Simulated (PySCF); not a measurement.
Working out the ionisation energy of Zr²⁺

Zr²⁺ [Kr] 4d2 (3F) → Zr³⁺ [Kr] 4d1 (2D). Computed with PySCF 2.14 in def2-QZVPPD with the def2 core potential (28 electrons) (7s5p4d3f2g, 81 functions), with scalar relativity through the core potential. Frozen: nothing. Energies in hartree (1 hartree = 27.21139 eV):

| part | Zr²⁺ (lower) | Zr³⁺ (upper) |
| --- | --- | --- |
| UHF | -45.803131 | -44.979559 |
| CCSD correlation | -0.254962 | -0.236722 |
| (T) | -0.005791 | -0.005155 |

**Question.** What does Hartree-Fock give?

**Answer.** (-44.979559) − (-45.803131) = 0.823572 hartree = 22.411 eV.

**Question.** What do CCSD and CCSD(T) give?

**Answer.** The CCSD correlation energies differ by 0.018240 hartree = 0.496 eV and the triples by 0.000636 hartree = 0.017 eV, so CCSD gives 22.907 eV and CCSD(T) 22.924 eV.

Reference: 23.170 eV (semi-empirical (NIST evaluation); NIST Atomic Spectra Database, ionization energies), between the lowest levels; spin-orbit coupling is absent from the calculation.

What remains against the reference includes basis incompleteness and higher excitations.
